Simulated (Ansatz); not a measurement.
Total energies of [GeF3]- (GeF₃⁻) from Ansatz at PBE0-D4/def2-TZVPD, gas phase (1 Eh = 27.2114 eV = 2625.5 kJ/mol). The reference geometry is relaxed at r2SCAN-D4/def2-TZVPD.

| state | geometry | energy (Eh) |
| --- | --- | --- |
| charge -1 singlet | reference | -2376.33288 |
| charge 0 doublet | reference | -2376.17854 |
| charge 0 doublet | relaxed at r2SCAN-D4/def2-TZVPD | -2376.20392 |

Work out the vertical ionisation energy to the doublet.

E(charge 0 doublet) − E(charge -1 singlet) = -2376.17854 − (-2376.33288) = 0.15434 Eh = 4.20 eV. For comparison, −ε of the highest occupied level is 1.90 eV at this level, 2.30 eV less.

How much does the charge 0 doublet relax, and what is the adiabatic ionisation energy?

Relaxation: -2376.17854 − (-2376.20392) = 0.02538 Eh = 0.69 eV. Adiabatic ionisation energy: 0.12896 Eh = 3.51 eV, without zero-point energy.
